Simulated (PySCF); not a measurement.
**Two-component Hartree-Fock for Si⁺ (silicon, charge +1)**

Start: [Ne] 3s1 3p2; 3s1/2 filled at m_j = +1/2; 3p3/2 filled at m_j = +1/2, +3/2. Calculated with PySCF 2.14 in x2c-SVPall-2c with one added diffuse shell each of s, p type (5s5p1d, 25 functions): generalised Hartree-Fock with the X2C-1e Hamiltonian and a Gaussian nucleus; one run each with spin-orbit coupling (SO) switched off, then screened by Boettger's factors. This is a chosen level, not necessarily the ground level.

```tsv
spinor shell	electrons	ε, spin-free (eV)	ε, screened SO (eV)	weight of nominal j (screened SO)	rms radius, screened SO (bohr)
1s1/2	2	-1886.6	-1886.6	1.000	0.129
2s1/2	2	-178.54	-178.55	1.000	0.614
2p1/2	2	-126.41	-127.05	0.759	0.597
2p3/2	4	-126.41	-126.11	0.880	0.598
3s1/2	1	-27.100	-27.103	0.999	2.21
3p3/2	2	-17.524	-17.519	0.831	2.61
```

```json
{"quantity": "E (hartree)", "spin-free": "-288.92321", "screened SO": "-288.92282"}
{"quantity": "M_J", "spin-free": "5/2", "screened SO": "5/2"}
{"quantity": "⟨J²⟩", "spin-free": "8.754", "screened SO": "8.754"}
{"quantity": "⟨L²⟩", "spin-free": "2.004", "screened SO": "2.004"}
{"quantity": "⟨S²⟩", "spin-free": "3.750", "screened SO": "3.750"}
```

Each row is a mean over spinors that exchange with the open shell spreads, by up to 1.448 eV (2p3/2).

Rows whose weight is well below 1 are mixtures of j = l ± 1/2: exchange outweighs spin-orbit coupling there, and the label is only the starting occupation.

Without spin-orbit coupling the j labels of p, d and f shells carry no meaning; the spin-free column gives the mean over the occupied spinors of each nl shell.
